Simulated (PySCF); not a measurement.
Start geometry of `[GeH3][n]1nccn1` from GFN2-xTB (Å):
```
atom  x, y, z in Å
Ge1    2.0692   -0.0367   -0.1640
N2     0.2145    0.0366   -0.0342
N3    -0.6022   -0.2791   -1.0358
C4    -1.7704   -0.1843   -0.5332
C5    -1.6959    0.1923    0.7998
N6    -0.4113    0.3365    1.0864
H7     2.3430    0.3054   -1.5921
H8     2.4993   -1.3880    0.1893
H9     2.5301    1.0052    0.8284
H10   -2.6758   -0.3896   -1.1111
H11   -2.4624    0.3760    1.5509
```

Task: What comes out of this run: PBE0-D3(BJ)/def2-SVP geometry optimisation, gas phase (PySCF 2.14.0)?

Result: 
```
atom  x, y, z in Å
Ge1    1.505    0.037   -0.180
N2    -0.372    0.098   -0.042
N3    -1.167   -0.226   -1.048
C4    -2.389   -0.144   -0.539
C5    -2.277    0.236    0.811
N6    -0.989    0.379    1.094
H7     1.822    0.379   -1.636
H8     1.941   -1.387    0.187
H9     2.025    1.073    0.817
H10   -3.271   -0.352   -1.142
H11   -3.046    0.411    1.561
```

The energy falls by 4.1 kcal/mol over 8 energy and gradient evaluations, the largest force component goes from 0.0681 to 2.5e-04 Eh/bohr, and the atoms move by 0.040 Å rms after alignment. The bond that changes most is Ge1–H8 (ends: germanium bonded to N and 3 H; Ge–H hydrogen), which lengthens by 0.072 Å. Bonds longer at the end by more than 0.005 Å: 6 of 11; shorter: 2. Among the angles that change most is C5–C4–H10, from 127.1° to 130.4°. Rotational constants go from 8997, 1400, 1230 to 8808, 1377, 1210 MHz. The orientation of the end geometry is arbitrary; only internal coordinates are fixed.

The run used 127 basis functions and 53 SCF cycles in all. Time: 49 s; peak memory 0.53 GiB. Hardware: an Arm Neoverse V2 with one thread, no GPU, shared host.

No frequency check.
